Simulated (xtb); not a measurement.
C2H6Be, triplet, geometry from GFN2-xTB (such geometries of metal compounds can be far from the true shape) (a higher spin typed on purpose: for a closed-shell molecule this is an excited state); GFN0-xTB with ALPB(chcl3) in xtb 6.7.1.

The xtb input:
```
$ xtb mol.xyz --gfn 0 --uhf 2 --alpb chcl3 --json

# file mol.xyz
9

Be    -0.59151348     0.70898352    -0.63341171
C      1.13439908     0.00718795    -0.73541342
H      1.28983714    -0.98386020    -0.33761048
H      1.76817134     0.71261334    -0.21642873
H      1.35997484     0.01618799    -1.79336085
C     -0.94778829    -0.23317345     0.93651902
H     -1.24309839    -1.23320178     0.65224027
H     -1.78919833     0.28921990     1.37213089
H     -0.13929735    -0.28098028     1.65004216
```

What the program printed (banner, timings and long lists left out):

```
   ID    Z sym.   atoms
    1    4 Be     1
    2    6 C      2, 6
    3    1 H      3-5, 7-9

           -------------------------------------------------
          |                Calculation Setup                |
           -------------------------------------------------

           -------------------------------------------------
          |                 G F N 0 - x T B                 |
           -------------------------------------------------

      * Solvation model:               ALPB
        Solvent                        chcl3
        Parameter file                 internal GFN-FF/ALPB
        Dielectric constant                4.8100E+00
        Reference state                gsolv [1 M gas/solution]
        Free energy shift                  3.3627E-03 Eh       2.1102E+00 kcal/mol
        Temperature                        2.9815E+02 K
        Density                            1.4900E+00 kg/L
        Solvent mass                       1.1938E+02 g/mol
        Interaction kernel             P16
        Born radius scaling (c1)           1.6026E+00
        Born radii integrator          GBOBC
        Born offset                        0.0000E+00 a0       0.0000E+00 AA
        H-bond correction              false
        Ion screening                  false
        Surface tension                    1.0000E-05 Eh       1.5569E+01 dyn/cm
        Grid points                               230 per atom

          ...................................................
          :                      SETUP                      :
          :.................................................:
          :  # basis functions                  24          :
          :  # atomic orbitals                  24          :
          :  # shells                           18          :
          :  # electrons                        16          :
          :  electronic temp.          300.0000000     K    :
          :  accuracy                    1.0000000          :
          :  -> integral cutoff          0.2500000E+02      :
          :  -> integral neglect         0.1000000E-07      :
          ...................................................

         :::::::::::::::::::::::::::::::::::::::::::::::::::::
         ::                     SUMMARY                     ::
         :::::::::::::::::::::::::::::::::::::::::::::::::::::
         :: total energy              -8.243102534370 Eh    ::
         :: total w/o Gsasa/hb        -8.229072732453 Eh    ::
         :: gradient norm              0.017359818579 Eh/a0 ::
         :: HOMO-LUMO gap              4.425918458899 eV    ::
         ::.................................................::
         :: H0 energy                 -8.340346841004 Eh    ::
         :: repulsion energy           0.127752320726 Eh    ::
         :: electrostat energy        -0.029067233458 Eh    ::
         :: -> Gsolv                   0.000000000000 Eh    ::
         ::    -> Gsasa               -0.017392550618 Eh    ::
         ::    -> Gshift               0.003362748702 Eh    ::
         :: dispersion energy         -0.001440780633 Eh    ::
         :: short-range corr.          0.000000000000 Eh    ::
         :: add. restraining           0.000000000000 Eh    ::
         :: total charge               0.000000000000 e     ::
         :::::::::::::::::::::::::::::::::::::::::::::::::::::

           -------------------------------------------------
          |                Property Printout                |
           -------------------------------------------------

    * Orbital Energies and Occupations

         #    Occupation            Energy/Eh            Energy/eV
      -------------------------------------------------------------
         1        2.0000           -0.6298074             -17.1379
         2        2.0000           -0.6206144             -16.8878
         3        2.0000           -0.5356746             -14.5764
         4        2.0000           -0.5347565             -14.5515
         5        2.0000           -0.5252499             -14.2928
         6        2.0000           -0.5232155             -14.2374
         7        2.0000           -0.4402590             -11.9801
         8        1.0000           -0.3994493             -10.8696
         9        1.0000           -0.3217431              -8.7551 (HOMO)
        10                         -0.1590936              -4.3292 (LUMO)
        11                         -0.1547815              -4.2118
        12                         -0.1384590              -3.7677
        13                         -0.0962688              -2.6196
        14                         -0.0855214              -2.3272
        15                         -0.0804985              -2.1905
        16                         -0.0342031              -0.9307
        17                          0.1718358               4.6759
        18                          0.2434737               6.6253
        19                          0.2498102               6.7977
        20                          0.2639064               7.1813
       ...                                ...                  ...
        24                          0.4165366              11.3345
      -------------------------------------------------------------
                  HL-Gap            0.1626495 Eh            4.4259 eV
             Fermi-level            0.0000000 Eh            0.0000 eV

     #   Z          covCN         q      C6AA      α(0)
     1   4 Be       1.630     0.113    36.873    13.076
     2   6 C        3.592    -0.448    34.944     8.647
     3   1 H        0.926     0.136     1.489     1.908
     4   1 H        0.926     0.129     1.539     1.940
     5   1 H        0.925     0.126     1.569     1.959
     6   6 C        3.592    -0.447    34.940     8.647
     7   1 H        0.926     0.130     1.532     1.935
     8   1 H        0.925     0.125     1.572     1.960
     9   1 H        0.926     0.135     1.494     1.911

 Mol. C6AA /au·bohr⁶  :        623.529388
 Mol. C8AA /au·bohr⁸  :      16324.052994
 Mol. α(0) /au        :         41.984762

Wiberg/Mayer (AO) data.
largest (>0.10) Wiberg bond orders for each atom

 ---------------------------------------------------------------------------
     #   Z sym  total        # sym  WBO       # sym  WBO       # sym  WBO
 ---------------------------------------------------------------------------
     1   4 Be   1.189 --     6 C    0.528     2 C    0.524
     2   6 C    3.700 --     3 H    0.973     4 H    0.961     5 H    0.960
                             1 Be   0.524     6 C    0.283
     3   1 H    0.982 --     2 C    0.973
     4   1 H    0.984 --     2 C    0.961
     5   1 H    0.990 --     2 C    0.960
     6   6 C    3.705 --     9 H    0.972     7 H    0.963     8 H    0.960
                             1 Be   0.528     2 C    0.283
     7   1 H    0.983 --     6 C    0.963
     8   1 H    0.991 --     6 C    0.960
     9   1 H    0.982 --     6 C    0.972
 ---------------------------------------------------------------------------

Topologies differ in total number of bonds
Writing topology from bond orders to xtbtopo.mol

 dipole moment from electron density (au)
     X       Y       Z
   0.0507  -0.0309   0.0219  total (Debye):    0.161

           -------------------------------------------------
          | TOTAL ENERGY               -8.243102534370 Eh   |
          | GRADIENT NORM               0.017359818579 Eh/α |
          | HOMO-LUMO GAP               4.425918458899 eV   |
           -------------------------------------------------

normal termination of xtb
```
